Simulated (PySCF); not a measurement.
# How methods differ on the ionisation energy of Pb⁺

Pb⁺ [Xe] 4f14 5d10 6s2 6p1 (2P) → Pb²⁺ [Xe] 4f14 5d10 6s2 (1S), as a difference of total energies. Calculation: PySCF 2.14, in x2c-QZVPPall (16s10p9d6f1g, 142 functions); scalar relativity by spin-free X2C-1e. The calculations carry no spin-orbit coupling.

```csv
method,ionisation energy (eV)
UHF,13.233
M06-L,13.325
revPBE,13.656
```

For comparison: 13.869 eV (measured; NIST levels, between the centres of gravity of the two terms).
